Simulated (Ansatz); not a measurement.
One change: `C=C` becomes `C=[CH][GaH2]`.

Ansatz, PBE0-D4/def2-TZVP geometries, multiplicity 1. 

Scalar relativity is left out up to krypton.

| property | `C=C` |
| --- | --- |
| LUMO energy (PBE0/def2-TZVPP) / eV | 0.13 |
| HOMO–LUMO gap (ωB97M-V/def2-TZVPP) / eV | 12.49 |
| HOMO–LUMO gap (B3LYP/def2-TZVPP) / eV | 7.54 |
| LUMO energy (B3LYP/def2-TZVPP) / eV | -0.13 |
| zero-point energy (PBE0-D4/def2-TZVP) / kJ/mol | 134.2 |
| size of the dipole moment (PBE/def2-TZVPP) / D | 0.00 |

Q: Give the same properties after the change, and the shifts. (Best estimate.)

A: The calculation gave: 
```json
{"property": "LUMO energy (PBE0/def2-TZVPP) / eV", "`C=[CH][GaH2]`": "-1.74", "shift": "-1.87"}
{"property": "HOMO–LUMO gap (ωB97M-V/def2-TZVPP) / eV", "`C=[CH][GaH2]`": "10.28", "shift": "-2.21"}
{"property": "HOMO–LUMO gap (B3LYP/def2-TZVPP) / eV", "`C=[CH][GaH2]`": "5.84", "shift": "-1.70"}
{"property": "LUMO energy (B3LYP/def2-TZVPP) / eV", "`C=[CH][GaH2]`": "-2.01", "shift": "-1.88"}
{"property": "zero-point energy (PBE0-D4/def2-TZVP) / kJ/mol", "`C=[CH][GaH2]`": "144.1", "shift": "9.9"}
{"property": "size of the dipole moment (PBE/def2-TZVPP) / D", "`C=[CH][GaH2]`": "0.90", "shift": "0.90"}
```

With PBE0 the HOMO falls by 0.13 eV and the LUMO falls by 1.87 eV, so the gap narrows by about 1.74 eV. PBE moves the HOMO by -0.02 eV and ωB97M-V by -0.02 eV. The zero-point energy changes by 9.9 kJ/mol with +6 modes.

B3LYP here is the variant with VWN-RPA as its local correlation; programs differ in this.
